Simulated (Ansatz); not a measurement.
AlFH₂S₂, SMILES `[F][Al]([SH])[SH]`. Charge 0, multiplicity 1.

Z-matrix (Å, degrees):
```
Al
S 1 2.165
S 1 2.165 2 121.3
F 1 1.646 2 119.4 3 -180.0
H 2 1.346 1 91.5 3 -179.7
H 3 1.346 1 91.5 2 -179.7
```

(1) Give the diagnostics of a CCSD(T)/def2-TZVPP run (frozen core, Ansatz 0.2.0). (Estimate.)

## Answers

(1) The calculation gave: T1 = 0.0118, largest single amplitude 0.021, largest double 0.025, (T) share of the correlation energy 3.8 %, 9 CCSD cycles. The RHF solution is stable towards an unrestricted one. T1 lies under the customary mark of 0.02 for closed shells.
